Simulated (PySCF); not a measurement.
C7H9N.
Geometry (GFN2-xTB, Å), atoms numbered from 1 in this order:
```xyz
17
C7H9N angstrom
C     -2.415   -0.369    0.557
C     -1.474   -0.380   -0.649
C     -0.061   -0.142   -0.204
C      0.434    1.148   -0.025
C      1.733    1.311    0.420
C      2.497    0.183    0.678
C      1.913   -1.057    0.474
N      0.675   -1.217    0.045
H     -3.439   -0.550    0.239
H     -2.124   -1.145    1.261
H     -2.374    0.593    1.065
H     -1.527   -1.353   -1.139
H     -1.776    0.394   -1.357
H     -0.192    2.002   -0.237
H      2.146    2.300    0.564
H      3.515    0.264    1.026
H      2.462   -1.971    0.660
```

Structure optimised with GFN2-xTB, isolated species.

Masses are those of the commonest isotopes; rigid-rotor values at the optimised geometry. The values belong to one conformer with, in the numbering `[CH3:1][CH2:2][c:3]1[cH:4][cH:5][cH:6][cH:7][n:8]1`, C1–C2–C3–C4 -85°.

**Question.** What are A, B and C (GHz)?

**Answer.** Ia = 107.89, Ib = 325.55, Ic = 392.75 u·Å²; 505379 MHz·u·Å²/I gives 4684, 1552 and 1287 MHz, that is A = 4.6841, B = 1.5524, C = 1.2868 GHz.

**Question.** Classify the top.

**Answer.** An asymmetric top; Ray's κ = -0.844.

**Question.** Is it planar, by Δ = Ic − Ia − Ib?

**Answer.** Not planar: Δ = Ic − Ia − Ib = -40.69 u·Å². For a rigid frame Δ = −2 Σ m c², so Σ m c² = 20.34 u·Å² lies off the ab plane: 6.88 from hydrogen and 13.46 from heavier atoms. The atom farthest from that plane is 1.38 Å away.

**Question.** List the rotational levels J(Ka,Kc) to J = 5 (MHz).

**Answer.** Above 0(0,0):
J = 1: 1(0,1) 2839, 1(1,1) 5971, 1(1,0) 6236
J = 2: 2(0,2) 8501, 2(1,2) 11384, 2(1,1) 12180, 2(2,1) 21575, 2(2,0) 21592
J = 3: 3(0,3) 16954, 3(1,3) 19493, 3(1,2) 21086, 3(2,2) 30093, 3(2,1) 30174, 3(3,1) 46425, 3(3,0) 46426
J = 4: 4(0,4) 28153, 4(1,4) 30287, 4(1,3) 32940, 4(2,3) 41437, 4(2,2) 41676, 4(3,2) 57813, 4(3,1) 57817, 4(4,1) 80636, 4(4,0) 80636
J = 5: 5(0,5) 42041, 5(1,5) 43755, 5(1,4) 47722, 5(2,4) 55597, 5(2,3) 56143, 5(3,3) 72058, 5(3,2) 72075, 5(4,2) 94868, 5(4,1) 94868, 5(5,1) 124215, 5(5,0) 124215
Those of J = 1 are B + C, A + C and A + B.

**Question.** Estimate the classical rotational partition function at 25 K, 100 K and 298.15 K.

**Answer.** Point group C1, symmetry number σ = 1; q = (√π/σ)·√((kT/h)³/(ABC)), k/h = 20836.6 MHz/K: 6890 at 25 K, 55100 at 100 K, 284000 at 298.15 K.

No GFN2-xTB frequencies stand behind this structure, so it isn't proved a minimum. Constants of a rigid frame at the computed geometry: no zero-point averaging, no centrifugal distortion.
